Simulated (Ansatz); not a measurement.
`F[CH]1O[CH2][GaH]1` and `[CH2]1O[CH2][GaH]1` differ in one atom or group.

Ansatz, PBE0-D4/def2-TZVP geometries, multiplicity 1.  `F[CH]1O[CH2][GaH]1` holds a close contact that its SMILES doesn't draw: Ga···O 2.45 Å. `[CH2]1O[CH2][GaH]1` holds a close contact that its SMILES doesn't draw: Ga···O 2.46 Å.

Scalar relativity is left out up to krypton.

```tsv
property	`F[CH]1O[CH2][GaH]1`
HOMO energy (B3LYP/def2-TZVPP) / eV	-7.01
LUMO energy (PBE/def2-TZVPP) / eV	-2.57
ideal-gas entropy at 298 K and 1 bar (rigid rotor, harmonic PBE0-D4/def2-TZVP) / J/(mol·K)	325
size of the dipole moment (ωB97M-V/def2-TZVPP) / D	2.87
HOMO energy (PBE0/def2-TZVPP) / eV	-7.18
HOMO–LUMO gap (ωB97M-V/def2-TZVPP) / eV	9.32
```

(1) Give the same properties after the change, and the shifts. (An estimate is asked.)

## Answers

(1) Computed: 
```
                                                                                  property  `[CH2]1O[CH2][GaH]1`  shift
                                                       HOMO energy (B3LYP/def2-TZVPP) / eV                 -6.88   0.13
                                                         LUMO energy (PBE/def2-TZVPP) / eV                 -2.26   0.31
ideal-gas entropy at 298 K and 1 bar (rigid rotor, harmonic PBE0-D4/def2-TZVP) / J/(mol·K)                   304    -21
                                        size of the dipole moment (ωB97M-V/def2-TZVPP) / D                  2.07  -0.80
                                                        HOMO energy (PBE0/def2-TZVPP) / eV                 -7.11   0.07
                                                   HOMO–LUMO gap (ωB97M-V/def2-TZVPP) / eV                  9.57   0.25
```

With PBE0 the HOMO rises by 0.07 eV and the LUMO rises by 0.31 eV, so the gap widens by about 0.24 eV. PBE moves the HOMO by 0.32 eV and ωB97M-V by 0.05 eV. Dipoles are sizes alone; their direction can turn.

Positive LUMOs are unbound, so they and the gaps depend on the basis.

B3LYP here is the variant with VWN-RPA as its local correlation; programs differ in this.
